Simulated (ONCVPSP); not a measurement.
Reading a pseudo-wave (technetium (Tc))

Columns: radius, all-electron u(r) and pseudo u(r) of the 4d shell (level -14.53 eV) of technetium in the configuration [Ar] 3d10 4s2 4p6 4d5 5s1; PBEsol, non-relativistic, ONCV scheme, ONCVPSP 4.0.1.

```json
{"r (bohr)": "0.085", "all-electron": "-0.1128", "pseudo": "0.0018"}
{"r (bohr)": "0.170", "all-electron": "-0.3203", "pseudo": "0.0139"}
{"r (bohr)": "0.255", "all-electron": "-0.3965", "pseudo": "0.0443"}
{"r (bohr)": "0.340", "all-electron": "-0.3278", "pseudo": "0.0972"}
{"r (bohr)": "0.425", "all-electron": "-0.1719", "pseudo": "0.1723"}
{"r (bohr)": "0.510", "all-electron": "0.0174", "pseudo": "0.2650"}
{"r (bohr)": "0.595", "all-electron": "0.2057", "pseudo": "0.3678"}
{"r (bohr)": "0.680", "all-electron": "0.3745", "pseudo": "0.4722"}
{"r (bohr)": "0.765", "all-electron": "0.5156", "pseudo": "0.5698"}
{"r (bohr)": "0.850", "all-electron": "0.6271", "pseudo": "0.6546"}
{"r (bohr)": "0.935", "all-electron": "0.7099", "pseudo": "0.7226"}
{"r (bohr)": "1.020", "all-electron": "0.7672", "pseudo": "0.7724"}
{"r (bohr)": "1.105", "all-electron": "0.8028", "pseudo": "0.8046"}
{"r (bohr)": "1.190", "all-electron": "0.8207", "pseudo": "0.8211"}
{"r (bohr)": "1.275", "all-electron": "0.8245", "pseudo": "0.8244"}
{"r (bohr)": "1.360", "all-electron": "0.8174", "pseudo": "0.8172"}
{"r (bohr)": "1.445", "all-electron": "0.8019", "pseudo": "0.8018"}
{"r (bohr)": "1.530", "all-electron": "0.7803", "pseudo": "0.7803"}
{"r (bohr)": "1.615", "all-electron": "0.7544", "pseudo": "0.7544"}
{"r (bohr)": "1.700", "all-electron": "0.7255", "pseudo": "0.7255"}
{"r (bohr)": "1.785", "all-electron": "0.6947", "pseudo": "0.6947"}
{"r (bohr)": "1.870", "all-electron": "0.6629", "pseudo": "0.6629"}
{"r (bohr)": "1.955", "all-electron": "0.6307", "pseudo": "0.6307"}
{"r (bohr)": "2.040", "all-electron": "0.5985", "pseudo": "0.5985"}
{"r (bohr)": "2.125", "all-electron": "0.5669", "pseudo": "0.5669"}
{"r (bohr)": "2.210", "all-electron": "0.5359", "pseudo": "0.5359"}
```

Q: How many radial nodes do the two functions have?

A: The all-electron 4d function has n − l − 1 = 1; the pseudo-wave has 0, since the states of the same l below it are removed with the core.

Q: Is the pseudo-wave norm-conserving?

A: Yes: the ONCV scheme keeps the norm inside the radius equal to the all-electron one, which fixes the energy derivative of the logarithmic derivative at the level.
